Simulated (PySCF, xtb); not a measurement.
HO2Si, SMILES [Si](=[OH+])=O, charge +1.

GFN2-xTB run with xtb at its own geometry gives an orbital gap of 6.63 eV.

Geometry: B3LYP-D3(BJ)/def2-TZVP. The isomer is the one that the SMILES or the coordinates give; other isomers of the formula were not compared.

What does PBE/def2-TZVPD (PySCF) give? (Estimate from the structure and the level; the computed values follow.)

gap 3.68 eV (levels -15.22 and -11.53 eV).
